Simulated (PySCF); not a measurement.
H2Cl4GeOSi, SMILES [SiH2]([O][Ge]([Cl])([Cl])[Cl])Cl, PBE0/def2-SVP optimised geometry.

```
9

Si    -0.78    -2.23    -2.94
Cl    -0.25    -0.52    -3.96
O     -1.29    -1.84    -1.41
Ge    -0.71    -1.00     0.00
Cl    -1.42     1.00     0.00
Cl    -1.43    -2.03     1.71
Cl     1.42    -1.00     0.00
H      0.41    -3.11    -2.88
H     -1.93    -2.86    -3.63
```

Density from PBE0/def2-TZVP (PySCF) at that geometry.

Minimum of the electron density along straight lines between bonded atoms, close to the bond critical point (lines longer than 1.1 times the sum of covalent radii, or with two minima, are not listed):

| bond | length / Å | ρ at the minimum / e bohr⁻³ | ∇²ρ there / e bohr⁻⁵ | position (fraction from the first atom) |
|---|---|---|---|---|
| Si1–Cl2 | 2.061 | … | … | 0.36 |
| Si1–O3 | 1.662 | 0.129 | 0.78 | 0.41 |
| O3–Ge4 | 1.742 | … | 0.75 | 0.52 |
| Ge4–Cl5 | 2.123 | 0.113 | 0.17 | 0.43 |
| Ge4–Cl6 | 2.123 | 0.113 | 0.18 | 0.43 |
| Ge4–Cl7 | 2.131 | 0.111 | 0.17 | 0.43 |
| Si1–H8 | 1.484 | 0.126 | 0.13 | 0.49 |
| Si1–H9 | 1.481 | 0.127 | 0.13 | 0.49 |

Some entries are withheld; supply them.


- Si1–Cl2, ρ at the minimum / e bohr⁻³: 0.098
- Si1–Cl2, ∇²ρ there / e bohr⁻⁵: 0.22
- O3–Ge4, ρ at the minimum / e bohr⁻³: 0.152
